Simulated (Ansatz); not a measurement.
Input file for Ansatz (an electronic-structure program): R-PBE/def2-TZVPP on TaAs, 2S+1 = 1, a spin state set in the input, which need not be the lowest, a point of a bond scan (R = 2.227 Å). Elements past Kr take the def2 small-core potentials; no spin–orbit coupling.

Ansatz 0.2 input:
```yaml
crystal:
  periodic: [false, false, false]
  atoms:
    - {symbol: Ta, position_ang: [0.00000000, 0.00000000, 0.00000000]}
    - {symbol: As, position_ang: [0.00000000, 0.00000000, 2.22688200]}
basis:
  gaussian:
    orbitals: def2-TZVPP
    pivot_positions_ang: [[0.00000000, 0.00000000, 0.00000000], [0.00000000, 0.00000000, 2.22688200]]
hamiltonian:
  xc: {name: PBE}
output: {forces: true, orbitals: {seedname: ./end}}
```

The head of its log:

```
WARN ansatz: RAYON_NUM_THREADS=2 ignored (pool sized by the plan → 2); use --threads N
Functional definition: PBE
integrals: 0.03 GiB planned
710 factors; their error is unknown
mean field: 0.27 GiB planned
mean field evaluation 1: about -62378.1717 eV, gradient 3.4e1 eV
mean field evaluation 2: about -62314.6987 eV, gradient 1.2e2 eV
```

Question: Give the final energy of this run.

Answer: -2292.4712 hartree.
